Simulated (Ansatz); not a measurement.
Isolated molecules relaxed with PBE0-D4/def2-TZVP in Ansatz; ΔE leaves out vibrations. CCSD(T)/CBS is the MP2 limit (def2-TZVPP, def2-QZVPP) plus CCSD(T) − MP2 in def2-TZVPP, frozen cores. This one scheme is used for every species. Functionals use def2-TZVPP. Each species was taken in one conformer, which may not be the lowest.

`CCCC(O)CO` + `CC` → `CCCC(O)CCC` + H₂O  (formal exchange of groups at a C–O bond)

| level | ΔE (eV) |
| --- | --- |
| revPBE | -0.25 |
| HF/def2-TZVPP | -0.22 |

Q: What does CCSD(T)/CBS give? (Best estimate.)

A: The calculation gave: -0.45 eV. The listed levels differ from it by 0.20, 0.23 eV.

Largest T1 diagnostic among the species: 0.010.

Leaving LDA and LC-ωPBE aside and taking each functional with its dispersion term where it has one, the values, not all of them listed here, spread over 0.09 eV, from PBE-QIDH to BLYP-D4. LDA lies −0.05 eV from PBE without D4. From PBE to PBE0 (25 % exact exchange), in def2-TZVPP and without D4, ΔE moves by −0.04 eV.

CCSD(T)/CBS has its own doubt, a few kJ/mol and more with outer-core shells, so smaller differences from it don't rank the levels.
